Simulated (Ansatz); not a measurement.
Ansatz (a program for electronic structure) input file for B₂F₃, SMILES F[B]B(F)F (connectivity only; charge and spin as stated), charge +1, multiplicity 1, PBE0-D3(BJ)/def2-SVP. 

Ansatz 0.2 input:
```yaml
crystal:
  periodic: [false, false, false]
  atoms:
    - {symbol: F, position_ang: [2.32927742, -0.00970139, -0.00000000]}
    - {symbol: B, position_ang: [1.12441743, 0.02355326, 0.00000000]}
    - {symbol: B, position_ang: [-0.66015160, 0.00996501, -0.00000000]}
    - {symbol: F, position_ang: [-1.29360144, -0.00445993, -1.11542567]}
    - {symbol: F, position_ang: [-1.29360144, -0.00445993, 1.11542567]}
basis:
  gaussian:
    orbitals: def2-SVP
hamiltonian:
  xc: pbe0
  dispersion: d3bj
total_charge: 1
relax: {f_tol: 0.002, max_steps: 200}
```

It prints:

```
WARN ansatz: RAYON_NUM_THREADS=1 ignored (pool sized by the plan → 1); use --threads N
Functional definition: PBE0
integrals: 0.02 GiB planned
744 factors; integrals over basis functions are off by at most 3.4e-4 eV
mean field: 0.20 GiB planned
mean field evaluation 1: about -9471.4941 eV, gradient 7.7e1 eV
mean field evaluation 2: about -9452.0964 eV, gradient 1.4e2 eV
mean field evaluation 4: about -9480.3167 eV, gradient 4.9e0 eV
mean field evaluation 8: about -9480.4281 eV, gradient 5.4e-2 eV
mean field -9480.42814400 eV, -348.3993082269 hartree, gradient 1.6e-5 eV, S^2 0.000000; 0 other end points of the search recorded, 0 dependent functions left out
the calculation of the forces begins
reference -9480.42816565 eV, -348.3993090228 hartree; 18, 18 occupied and 52, 52 virtual orbitals, 744 factors
relax step   1: F+E_penalty+E_count = -9480.47908350 eV  Δ(F+E_penalty+E_count) = +0.000e0 eV  max|allowed force component| = 1.520e0 eV/Å  Δτ_max = 0.0000 Å  (26 SCF iters, accepted)
these checks for a lower state are left out or cut short: starts, cluster_reference, orbital_swaps, neighbouring_geometries, increment
integrals: 0.02 GiB planned
744 factors; integrals over basis functions are off by at most 3.7e-4 eV
mean field: 0.20 GiB planned
mean field evaluation 16: about -9480.2826 eV, gradient 6.0e0 eV
mean field -9480.46773287 eV, -348.4007630912 hartree, gradient 2.0e-5 eV, S^2 0.000000; 0 other end points of the search recorded, 0 dependent functions left out
the calculation of the forces begins
reference -9480.46775444 eV, -348.4007638839 hartree; 18, 18 occupied and 52, 52 virtual orbitals, 744 factors
relax step   2: F+E_penalty+E_count = -9480.51881286 eV  Δ(F+E_penalty+E_count) = -3.973e-2 eV  max|allowed force component| = 7.880e-1 eV/Å  Δτ_max = 0.0446 Å  (30 SCF iters, accepted)
these checks for a lower state are left out or cut short: starts, cluster_reference, orbital_swaps, neighbouring_geometries, increment
integrals: 0.02 GiB planned
744 factors; integrals over basis functions are off by at most 3.8e-4 eV
mean field: 0.20 GiB planned
mean field -9480.48398220 eV, -348.4013602429 hartree, gradient 2.1e-5 eV, S^2 0.000000; 0 other end points of the search recorded, 0 dependent functions left out
the calculation of the forces begins
reference -9480.48400373 eV, -348.4013610343 hartree; 18, 18 occupied and 52, 52 virtual orbitals, 744 factors
relax step   3: F+E_penalty+E_count = -9480.53510796 eV  Δ(F+E_penalty+E_count) = -1.630e-2 eV  max|allowed force component| = 8.428e-1 eV/Å  Δτ_max = 0.0145 Å  (30 SCF iters, accepted)
these checks for a lower state are left out or cut short: starts, cluster_reference, orbital_swaps, neighbouring_geometries, increment
integrals: 0.02 GiB planned
744 factors; integrals over basis functions are off by at most 3.9e-4 eV
mean field: 0.20 GiB planned
mean field evaluation 32: about -9480.3639 eV, gradient 4.7e0 eV
mean field -9480.50119632 eV, -348.4019928504 hartree, gradient 1.9e-5 eV, S^2 0.000000; 0 other end points of the search recorded, 0 dependent functions left out
the calculation of the forces begins
reference -9480.50121786 eV, -348.4019936417 hartree; 18, 18 occupied and 52, 52 virtual orbitals, 744 factors
relax step   4: F+E_penalty+E_count = -9480.55239164 eV  Δ(F+E_penalty+E_count) = -1.728e-2 eV  max|allowed force component| = 3.152e-1 eV/Å  Δτ_max = 0.0358 Å  (30 SCF iters, accepted)
these checks for a lower state are left out or cut short: starts, cluster_reference, orbital_swaps, neighbouring_geometries, increment
integrals: 0.02 GiB planned
744 factors; integrals over basis functions are off by at most 3.8e-4 eV
mean field: 0.20 GiB planned
mean field -9480.50322365 eV, -348.4020673533 hartree, gradient 2.1e-5 eV, S^2 0.000000; 0 other end points of the search recorded, 0 dependent functions left out
the calculation of the forces begins
reference -9480.50324517 eV, -348.4020681439 hartree; 18, 18 occupied and 52, 52 virtual orbitals, 744 factors
relax step   5: F+E_penalty+E_count = -9480.55445608 eV  Δ(F+E_penalty+E_count) = -2.064e-3 eV  max|allowed force component| = 9.681e-2 eV/Å  Δτ_max = 0.0116 Å  (30 SCF iters, accepted)
these checks for a lower state are left out or cut short: starts, cluster_reference, orbital_swaps, neighbouring_geometries, increment
integrals: 0.02 GiB planned
744 factors; integrals over basis functions are off by at most 3.8e-4 eV
mean field: 0.20 GiB planned
mean field -9480.50337136 eV, -348.4020727816 hartree, gradient 1.1e-5 eV, S^2 0.000000; 0 other end points of the search recorded, 0 dependent functions left out
the calculation of the forces begins
reference -9480.50339288 eV, -348.4020735723 hartree; 18, 18 occupied and 52, 52 virtual orbitals, 744 factors
relax step   6: F+E_penalty+E_count = -9480.55458148 eV  Δ(F+E_penalty+E_count) = -1.254e-4 eV  max|allowed force component| = 8.268e-3 eV/Å  Δτ_max = 0.0030 Å  (24 SCF iters, accepted)
these checks for a lower state are left out or cut short: starts, cluster_reference, orbital_swaps, neighbouring_geometries, increment
integrals: 0.02 GiB planned
744 factors; integrals over basis functions are off by at most 3.8e-4 eV
mean field: 0.20 GiB planned
mean field -9480.50337153 eV, -348.4020727876 hartree, gradient 4.2e-5 eV, S^2 0.000000; 0 other end points of the search recorded, 0 dependent functions left out
the calculation of the forces begins
reference -9480.50339304 eV, -348.4020735784 hartree; 18, 18 occupied and 52, 52 virtual orbitals, 744 factors
relax step   7: F+E_penalty+E_count = -9480.55458358 eV  Δ(F+E_penalty+E_count) = -2.099e-6 eV  max|allowed force component| = 1.122e-4 eV/Å  Δτ_max = 0.0002 Å  (20 SCF iters, accepted)
integrals: 0.02 GiB planned
744 factors; integrals over basis functions are off by at most 3.8e-4 eV
mean field: 0.20 GiB planned
mean field evaluation 64: about -9480.2528 eV, gradient 9.5e0 eV
mean field -9480.50337153 eV, -348.4020727876 hartree, gradient 4.2e-5 eV, S^2 0.000000; 1 other end points of the search recorded, 0 dependent functions left out
the calculation of the forces begins
reference -9480.50339304 eV, -348.4020735784 hartree; 18, 18 occupied and 52, 52 virtual orbitals, 744 factors
Total energy: -9480.55460510 eV, -348.4039555866 hartree
Atom 0 at     2.302572     0.011031    -0.000000 Å, force     0.000102    -0.000016    -0.000000 eV/Å
Atom 1 at     1.081998     0.006674     0.000000 Å, force    -0.000023     0.000029     0.000000 eV/Å
Atom 2 at    -0.688068     0.000383     0.000000 Å, force     0.000050    -0.000015     0.000000 eV/Å
Atom 3 at    -1.245081    -0.001596    -1.155026 Å, force    -0.000064     0.000000    -0.000112 eV/Å
Atom 4 at    -1.245081    -0.001596     1.155026 Å, force    -0.000064     0.000000     0.000112 eV/Å
Dipole moment:     0.753588     0.002672    -0.000000 e Å
```

The run converged.
